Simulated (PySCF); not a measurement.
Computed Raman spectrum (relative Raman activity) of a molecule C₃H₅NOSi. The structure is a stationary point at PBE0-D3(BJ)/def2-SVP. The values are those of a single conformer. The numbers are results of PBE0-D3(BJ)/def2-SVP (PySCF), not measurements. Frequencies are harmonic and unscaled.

Lines under 2 % of the strongest are left out, and lines within 2 cm⁻¹ are merged.

ν (cm⁻¹): 141 (vw), 175 (vw), 709 (vw), 735 (vw), 741 (w), 862 (vw), 888 (vw), 934 (vw), 1080 (w), 1363 (w), 1611 (m), 1708 (vw), 2291 (vs), 3082 (vs), 3186 (s), 3241 (s), 3932 (m) (against the strongest line: vs over 80 %, s over 45 %, m over 15 %, w over 4 %, vw less)

**Question.** Which structure fits?
A) O[Si@@H]1C=CC=N1
B) N#CC[SiH2]C=O
C) C=C1N=CO[SiH2]1
D) O=C1C[SiH2]C=N1

**Answer.** A, O[Si@@H]1C=CC=N1
